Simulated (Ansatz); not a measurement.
## Relative stability

The two ends of one reaction step of Si2NH9O2F2, singlet (PBE0-D4/def2-TZVP).

A:

```json
{"atom": "Si1", "x (Å)": "0.3339", "y (Å)": "-0.1236", "z (Å)": "1.3097"}
{"atom": "O2", "x (Å)": "0.2055", "y (Å)": "-0.5469", "z (Å)": "-0.3802"}
{"atom": "Si3", "x (Å)": "0.1040", "y (Å)": "-2.0091", "z (Å)": "-1.1155"}
{"atom": "F4", "x (Å)": "0.2590", "y (Å)": "0.5437", "z (Å)": "2.8264"}
{"atom": "F5", "x (Å)": "-0.3089", "y (Å)": "-1.5220", "z (Å)": "1.7906"}
{"atom": "H6", "x (Å)": "1.7904", "y (Å)": "0.1116", "z (Å)": "1.2093"}
{"atom": "H7", "x (Å)": "-0.5792", "y (Å)": "1.8035", "z (Å)": "0.0925"}
{"atom": "N8", "x (Å)": "-0.9621", "y (Å)": "1.2224", "z (Å)": "0.8575"}
{"atom": "H9", "x (Å)": "0.4928", "y (Å)": "0.9940", "z (Å)": "-1.3970"}
{"atom": "O10", "x (Å)": "0.3048", "y (Å)": "1.9455", "z (Å)": "-1.5030"}
{"atom": "H11", "x (Å)": "1.1004", "y (Å)": "-2.9708", "z (Å)": "-0.5759"}
{"atom": "H12", "x (Å)": "-1.2562", "y (Å)": "-2.5954", "z (Å)": "-0.9793"}
{"atom": "H13", "x (Å)": "0.3792", "y (Å)": "-1.7910", "z (Å)": "-2.5617"}
{"atom": "H14", "x (Å)": "-1.8006", "y (Å)": "0.7805", "z (Å)": "0.4911"}
{"atom": "H15", "x (Å)": "-1.1976", "y (Å)": "1.7881", "z (Å)": "1.6657"}
{"atom": "H16", "x (Å)": "1.1343", "y (Å)": "2.3697", "z (Å)": "-1.7303"}
```

B:

```csv
atom,x (Å),y (Å),z (Å)
Si1,0.1447,0.1544,1.7992
O2,-0.2959,-0.5941,-0.8671
Si3,0.1168,-2.0725,-1.4657
F4,0.4263,0.7277,3.2601
F5,-0.4328,-1.3084,2.0018
H6,1.4456,0.0700,1.1287
H7,0.0660,2.0677,-0.4159
N8,-0.9669,1.2669,1.1232
H9,0.0915,0.2138,-1.2608
O10,0.4370,1.9593,-1.3117
H11,1.5128,-2.4359,-1.0979
H12,-0.8229,-3.0521,-0.8741
H13,0.0060,-2.0930,-2.9496
H14,-1.6124,0.8915,0.4419
H15,-1.4385,1.8768,1.7757
H16,1.3224,2.3281,-1.2877
```

Program: Ansatz 0.2.0. Basis: def2-TZVPP. Cores are frozen in the correlated methods. B3LYP uses VWN-RPA correlation.

Question: Which structure is lower at CCSD(T), and by how much? (To be estimated.)

Answer: Computed: A, by 13.9 kJ/mol (electronic energy, against the other). By their contacts, A is a complex of Si₂NH₇OF₂ ([NH3][SiH]([F])([F])[O][SiH3]) + H₂O and B is a complex of SiNH₃F₂ ([NH2][SiH]([F])[F]) + SiH₄O ([OH][SiH3]) + H₂O.

Question: Do the other methods give the same order? (Judge from chemistry; the calculation decides.)

Answer: The calculation gives: Not all: HF gives the other order.

| method | E(B) − E(A) (kJ/mol) |
| --- | --- |
| SPW92 | 36.6 |
| PBE-D4 | 15.0 |
| BLYP-D4 | 5.3 |
| r2SCAN-D4 | 18.8 |
| B97M-V | 16.2 |
| PBE0-D4 | 16.8 |
| B3LYP-D4 | 8.4 |
| r2SCAN0-D4 | 19.1 |
| BHLYP-D4 | 11.0 |
| CAM-B3LYP-D4 | 13.2 |
| wB97X-V | 16.2 |
| wB97M-V | 16.2 |
| B2PLYP | 9.8 |
| PBE-QIDH | 18.9 |
| RPA on PBE | 12.5 |
| HF | -6.7 |
| MP2 | 14.9 |
| CCSD | 11.3 |
| CCSD(T) | 13.9 |

T1 diagnostic: at most 0.012.

Labels in which every atom is bracketed show which atoms are joined, not bond orders.

For scale, one of the runs: CCSD(T)/def2-TZVPP, 365 basis functions, launched by `ansatz run in.yaml --threads 4 --pin off --events-out ev --progress --plain --max-ram 46080MiB --backend cuda --devices 0, --max-vram 37GiB`. Hardware: 4 CPU threads of an AMD EPYC 7R13 and a share of one NVIDIA H100, shared host. Wall time 19 s; peak host memory 0.88 GiB.
